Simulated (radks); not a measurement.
Problem. Valence configurations of Hf (all share [Xe]). All-electron calculation, Dirac Kohn-Sham, PBEsol, spin-unpolarised, spherical densities, point nucleus; open shells are shared between the two j in proportion to 2j + 1. Program: a radial shooting solver on a logarithmic mesh with Libxc functionals. Order these by energy: 4f14 5d2 6s2; 4f14 5d4; 4f12 5d1.5 6s2 6p2.5; 4f14 5d1 6s2 6p1; 4f14 5d3 6s1; 4f13 5d2 6s2 6p1; 4f12 5d4 6s2; 4f12 5d2 6s2 6p2; 4f14 5d2 6s1 6p1; 4f11 5d3 6s2 6p2.

Solution. From the lowest, in eV above it: 4f14 5d2 6s2 0.000; 4f14 5d1 6s2 6p1 1.976; 4f14 5d3 6s1 2.590; 4f14 5d2 6s1 6p1 3.835; 4f14 5d4 5.451; 4f13 5d2 6s2 6p1 20.513; 4f12 5d4 6s2 41.808; 4f12 5d2 6s2 6p2 52.250; 4f12 5d1.5 6s2 6p2.5 56.076; 4f11 5d3 6s2 6p2 86.732. NIST lists [Xe] 4f14 5d2 6s2 as the ground configuration; this level of theory agrees among the configurations tried. The energies are those of spherical spin-averaged densities, not of single terms.
